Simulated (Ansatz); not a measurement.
Relaxation of H6N2OSi (10 atoms, charge 0, multiplicity 1), to a largest force component of 0.03 eV/Å in at most 50 steps.

Theory: RKS BLYP/6-31G* (Ansatz 0.2.0).

```xyz
10
Properties=species:S:1:pos:R:3
Si -0.915 -0.157 0.416
H 1.478 0.241 1.515
N 2.088 0.110 0.681
H 1.905 -0.844 0.346
H 1.722 0.738 -0.045
O -0.755 0.956 -0.886
H -0.845 1.881 -0.578
N -0.870 -1.599 -0.563
H -0.981 -2.536 -0.175
H -0.761 -1.600 -1.581
```

Task: Where does it end, and by what steps?

Result: The forces met the threshold. The force dipped under the threshold on the way, but the program's further checks kept it going. After 9 steps the energy has fallen by 0.072 eV; H2 moved furthest, 0.44 Å.

```csv
step,energy less start (eV),largest force component (eV/Å),accepted
0,0.0000,0.438,yes
1,-0.0444,0.440,yes
2,-0.0591,0.537,yes
3,-0.0669,0.224,yes
4,-0.0698,0.102,yes
5,-0.0707,0.088,yes
6,-0.0714,0.098,yes
7,-0.0718,0.042,yes
8,-0.0719,0.009,yes
9,-0.0719,0.023,yes
```

```xyz
10
Properties=species:S:1:pos:R:3
Si -1.251 -0.204 0.328
H 1.876 0.410 1.585
N 2.246 0.194 0.650
H 2.081 -0.813 0.515
H 1.609 0.657 -0.013
O -0.756 0.927 -0.864
H -0.847 1.847 -0.542
N -1.001 -1.631 -0.634
H -1.213 -2.568 -0.289
H -0.678 -1.631 -1.606
```

Run time: 23 s on 1 thread of Arm Neoverse V2, with other jobs on the host, peak memory 0.12 GiB.
